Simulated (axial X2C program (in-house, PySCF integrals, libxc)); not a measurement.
**Worked dissociation energy of TcP⁺: CCSD, without spin–orbit coupling**

All values were computed with an in-house all-electron X2C program for linear molecules (integrals from PySCF). Spin-free means the one-electron spin-free X2C Hamiltonian. Basis: Tc dyall-cv3z [12s12p8d5f3g], P dyall-v3z [8s7p2d1f] (cores contracted in-house); Gaussian nuclei, density fitting, unrestricted open shells. Masses: Tc 98.907 u, P 30.974 u.

Molecular state: M_S = 3/2, Λ = 0 (beyond evenly filled blocks: σα, δ+α, δ-α).

Correlated methods: 11 electrons correlated (number of frozen shells: Tc 4 s, 3 p, 1 d; P 2 s, 1 p), 253 virtual spin orbitals or spinors in MP2, 90 natural virtuals in coupled cluster.

- E(Tc+) (2M_S = 6, M_L = 0): -4282.986847 hartree
- E(P) (2M_S = 3, M_L = 0): -341.638602 hartree
- E(TcP⁺) at Re: -4624.703326 hartree
- ωe: 377.2 cm⁻¹
- ωexe: 1.98 cm⁻¹

**Question.** Work out De and D0.

**Answer.** De = -4282.986847 + (-341.638602) − (-4624.703326) = 0.07788 hartree = 2.119 eV. The zero-point energy is ωe/2 − ωexe/4 = 188 cm⁻¹ = 0.023 eV, so D0 = 2.096 eV.

The state is one determinant whose occupation by symmetry is held fixed; it was picked as the lowest of a PBE0 search that is not exhaustive. De is counted from the lowest determinant-based energies of the atoms at the same level, without counterpoise correction. CCSD ran in a truncated set of natural virtual spinors with an MP2 remainder; without triples it tends to underbind. The determinant is spin-polarised beyond a pure state at some levels (its spin-free form has ⟨S²⟩ too high), which makes Re and μ there less reliable. The T1 diagnostic is large, a sign of multireference character.

The levels of this run spread widely (ωe from 377 to 524 cm⁻¹), so these constants depend on the method.

Each atomic determinant is the lowest at this level and need not be a pure term. Totals compare only within one Hamiltonian and basis.
